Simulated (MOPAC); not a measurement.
A run for MOPAC: AM1 on BH3Se (SMILES B[SeH]), a point of a bond scan (R = 1.601 Å).

```
AM1 1SCF PRECISE CHARGE=0 THREADS=1
BH3Se

B      0.45012458 1    -0.03983348 1    -1.50253169 1
H     -0.54792625 1    -0.74205142 1    -2.53919907 1
H      1.48655015 1     0.43721308 1    -1.81939992 1
Se    -0.13171131 1    -0.01087557 1     0.31515847 1
H      1.03018385 1     0.69171863 1     0.88710390 1
```

Program output:

```
*******************************************************************************
 **                                                                           **
 **                              MOPAC v23.2.5                                **
 **                                                                           **
 *******************************************************************************
 ** MOPAC's Digital Object Identifier: https://doi.org/10.5281/zenodo.6511958 **
 **                                                                           **
 ** Please cite the open-source release paper for use of this MOPAC version:  **
 ** J. E. Moussa and J. J. P. Stewart (2026)                                  **
 ** MOPAC: An open-source semiempirical molecular orbital program             **
 ** J. Open Source Softw., 11(119), 8025, https://doi.org/10.21105/joss.08025 **
 *******************************************************************************

                              AM1 CALCULATION RESULTS

 *******************************************************************************
 *  AM1        - The AM1 Hamiltonian to be used
 *
 *
 *
 *                 CHARGE ON SYSTEM = 0
 *
 *
 *
 *  PRECISE    - TIGHTER CRITERIA TO BE USED
 *  1SCF       - DO 1 SCF AND THEN STOP
 *  THREADS=1  - MULTI-THREADING NOT USED
 *  T=         - A TIME OF 172800.0 SECONDS REQUESTED
 *  DUMP=N     - RESTART FILE WRITTEN EVERY 7200.0 SECONDS REQUESTED
 *******************************************************************************
AM1 1SCF PRECISE CHARGE=0 THREADS=1
 BH3Se

   ATOM   CHEMICAL          X               Y               Z
  NUMBER   SYMBOL      (ANGSTROMS)     (ANGSTROMS)     (ANGSTROMS)

     1       B          0.45012458  *  -0.03983348  *  -1.50253169  *
     2       H         -0.54792625  *  -0.74205142  *  -2.53919907  *
     3       H          1.48655015  *   0.43721308  *  -1.81939992  *
     4      Se         -0.13171131  *  -0.01087557  *   0.31515847  *
     5       H          1.03018385  *   0.69171863  *   0.88710390  *



          CARTESIAN COORDINATES

    NO.       ATOM           X           Y           Z

     1         B          0.4501     -0.0398     -1.5025
     2         H         -0.5479     -0.7421     -2.5392
     3         H          1.4866      0.4372     -1.8194
     4        Se         -0.1317     -0.0109      0.3152
     5         H          1.0302      0.6917      0.8871

  H: (AM1): M.J.S. DEWAR ET AL, J. AM. CHEM. SOC. 107 3902-3909 (1985)
  B: (AM1): M.J.S. DEWAR ET AL, ORGANOMETALLICS, 7, 513-521 (1988)
 Se: (AM1): J. J. P. STEWART, J. MOL. MOD., 10, 155-164 (2004)

           Empirical Formula: H3 B Se  =     5 atoms



      MOLECULAR POINT GROUP   :   Cs


      RHF CALCULATION, NO. OF DOUBLY OCCUPIED LEVELS = 6


 -------------------------------------------------------------------------------
 AM1 1SCF PRECISE CHARGE=0 THREADS=1
 BH3Se



     1SCF WAS SPECIFIED, SO BFGS WAS NOT USED
     SCF FIELD WAS ACHIEVED


                              AM1 CALCULATION
                                                       MOPAC v23.2.5 Linux




          FINAL HEAT OF FORMATION =         68.22658 KCAL/MOL =     285.46000 KJ/MOL


          COSMO AREA              =         89.51 SQUARE ANGSTROMS
          COSMO VOLUME            =         72.89 CUBIC ANGSTROMS

          IONIZATION POTENTIAL    =          8.473210 EV
          HOMO LUMO ENERGIES (EV) =         -8.473 -0.267
          NO. OF FILLED LEVELS    =          6
          MOLECULAR WEIGHT        =         92.7937         POINT GROUP:  Cs

          MOLECULAR DIMENSIONS (Angstroms)

            Atom       Atom       Distance
            H     5    H     2     4.03555
           Se     4    H     3     2.51693
            H     3    H     5     0.00000


          SCF CALCULATIONS        =          1





   ATOM   CHEMICAL          X               Y               Z
  NUMBER   SYMBOL      (ANGSTROMS)     (ANGSTROMS)     (ANGSTROMS)

     1       B          0.45012458  *  -0.03983348  *  -1.50253169  *
     2       H         -0.54792625  *  -0.74205142  *  -2.53919907  *
     3       H          1.48655015  *   0.43721308  *  -1.81939992  *
     4      Se         -0.13171131  *  -0.01087557  *   0.31515847  *
     5       H          1.03018385  *   0.69171863  *   0.88710390  *

                             CARTESIAN COORDINATES

   1    B        0.450124580    -0.039833480    -1.502531690
   2    H       -0.547926250    -0.742051420    -2.539199070
   3    H        1.486550150     0.437213080    -1.819399920
   4   Se       -0.131711310    -0.010875570     0.315158470
   5    H        1.030183850     0.691718630     0.887103900


           Empirical Formula: H3 B Se  =     5 atoms



      MOLECULAR POINT GROUP   :   Cs


                  EIGENVALUES
 -22.28362 -18.33232 -13.11502 -10.72309 -10.19010  -8.47321  -0.26713   0.55229
   1.07740   2.85853   4.79895


              NET ATOMIC CHARGES AND DIPOLE CONTRIBUTIONS

  ATOM NO.   TYPE          CHARGE      No. of ELECS.   s-Pop       p-Pop
    1          B           0.101733        2.8983     1.40066     1.49761
    2          H          -0.036146        1.0361     1.03615
    3          H          -0.047711        1.0477     1.04771
    4         Se           0.004021        5.9960     1.95624     4.03974
    5          H          -0.021897        1.0219     1.02190
 DIPOLE           X         Y         Z       TOTAL
 POINT-CHG.    -0.136    -0.064     0.036     0.155
 HYBRID         0.970     0.439    -0.336     1.117
 SUM            0.834     0.376    -0.299     0.962


          ATOMIC ORBITAL ELECTRON POPULATIONS

     Atom    s        px        py        pz
    1  B   1.40066   0.61341   0.27672   0.60748
    2  H   1.03615
    3  H   1.04771
    4 Se   1.95624   1.21506   1.66052   1.16416
    5  H   1.02190

 **********************
 *                    *
 * JOB ENDED NORMALLY *
 *                    *
 **********************




 == MOPAC DONE ==
```

The run finished.

Cost: around 0.010 core-seconds (rough).
